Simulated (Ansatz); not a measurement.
A structure relaxed at PBE0-D4/def2-TZVP, charge 0, multiplicity 1:

Cartesian coordinates in Å:
```
S -1.3796 -0.9250 1.4571
Ge -0.2786 0.0349 -0.1931
S -0.2895 2.1766 0.3269
S 1.7510 -0.7589 -0.5520
Cl -1.2570 -0.3543 -2.0693
H -1.4212 -2.1103 0.8242
H 0.7338 2.4413 -0.5033
H 2.1410 -0.5044 0.7095
```

Question: Give its formula and SMILES.

Answer: ClGeH3S3, `[SH][Ge]([SH])([SH])[Cl]`.

Question: Summarise the bond lengths by kind.

Answer: 3 × Ge–S 2.204 to 2.209 Å; 3 × H–S 1.344 to 1.345 Å; 1 × Cl–Ge 2.151 Å.

All numbers were calculated with Ansatz.
